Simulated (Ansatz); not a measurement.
The first iterations of a band of CH3NOSn (7 atoms, charge 0, multiplicity 1).

These are results of RKS CAM-B3LYP-D4/def2-SVP (Ansatz), not measurements.

* movable images: 5
* climbing image: yes
* spring: 5.0 eV/Å²
* optimiser: quadratic models (default)
* start path: through a guess of the saddle point
* force threshold: 0.03 eV/Å
* iteration limit: 60
* end points: relaxation not finished

Image 0:

```xyz
7
Properties=species:S:1:pos:R:3
N -1.003 -2.255 -0.065
C -0.333 -1.269 -0.083
O 0.320 -0.301 0.028
Sn 0.144 2.234 -0.214
H -1.370 -2.921 -0.725
H 0.416 2.266 1.539
H 1.888 2.179 -0.527
```

Image 6:

```xyz
7
Properties=species:S:1:pos:R:3
N -1.087 -2.062 -0.279
C -0.400 -1.107 -0.497
O 0.188 -0.140 -0.823
Sn 0.257 2.326 -0.145
H -1.068 -2.855 0.357
H 0.149 1.641 1.505
H 2.022 2.129 -0.163
```

| iteration | highest image above the first end (eV) | largest band force component (eV/Å) |
| --- | --- | --- |
| 1 | 10.161 | 55.858 |
| 2 | 4.032 | 4.667 |
| 3 | 3.248 | 2.575 |
| 4 | 2.636 | 1.967 |
| 5 | 2.151 | 1.356 |
| 6 | 2.020 | 5.685 |
| 7 | 1.975 | 1.894 |
| 8 | 1.842 | 1.843 |
| 9 | 1.914 | 1.643 |
| 10 | 2.189 | 3.088 |
| 11 | 2.000 | 2.611 |
| 12 | 1.776 | 1.948 |
| 13 | 1.332 | 2.554 |
| 14 | 0.814 | 1.912 |
| 15 | 0.442 | 4.207 |
| 16 | 0.138 | 1.463 |
| 17 | 0.052 | 0.373 |
| 18 | 0.054 | 0.543 |
| 19 | 0.060 | 0.702 |
| 20 | 0.039 | 0.331 |

Problem. Does the band converge within its limit, and where does its top end?

Solution. The run ended unconverged. It ended after 60 iterations with the highest image 0.007 eV above the first end. The band didn't meet its force threshold, so its energies are provisional: the largest band force was still 0.05 eV/Å, and over the last iterations the top stayed at 0.01 eV. The end points aren't both relaxed to the band's threshold either. Inner images lie below an end point, which means an intermediate or an end that isn't the lowest structure nearby.

Run time: 8.4 min on 2 threads of Arm Neoverse V2, with other jobs on the host, peak memory 0.2 GiB.
